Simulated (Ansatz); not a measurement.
Compare A (`[OH][GeH2][SiH2][SiH3]`) with its isomer B (`[SiH3][O][GeH2][SiH3]`).

Program: Ansatz. Geometries: PBE0-D4/def2-TZVP. ΔE: electronic, gas phase. CCSD(T)/CBS is the MP2 limit (def2-TZVPP, def2-QZVPP) plus CCSD(T) − MP2 in def2-TZVPP, frozen cores. DFT in def2-TZVPP. For Ge outer-core shells are correlated without core-valence functions, which leaves a few kJ/mol of doubt a bond. Scalar relativity is left out up to krypton. Each species was taken in one conformer, which may not be the lowest.

Q: Which isomer does CCSD(T)/CBS put lower? Give the gap. (An estimate is asked.)

A: The calculation gave: B, by 22.6 kcal/mol.

Q: Give E(B) − E(A) in kcal/mol with B2PLYP, HF/def2-TZVPP, MP2/def2-TZVPP, ωB97M-V, CCSD/def2-TZVPP, r2SCAN-D4, PBE-D4. (An estimate is asked.)

A: Ansatz gave: B2PLYP -24.0, HF/def2-TZVPP -29.9, MP2/def2-TZVPP -24.3, ωB97M-V -23.2, CCSD/def2-TZVPP -23.8, r2SCAN-D4 -20.5, PBE-D4 -15.9. None reverses the order clearly.

Largest T1 diagnostic: 0.013.

In def2-TZVPP, CCSD(T) changes the Hartree–Fock value by +7.1 kcal/mol (the triples alone add +1.0 kcal/mol) and MP2 by +5.6 kcal/mol. From PBE to PBE0 (25 % exact exchange), in def2-TZVPP and without D4, E(B) − E(A) moves by −2.1 kcal/mol.
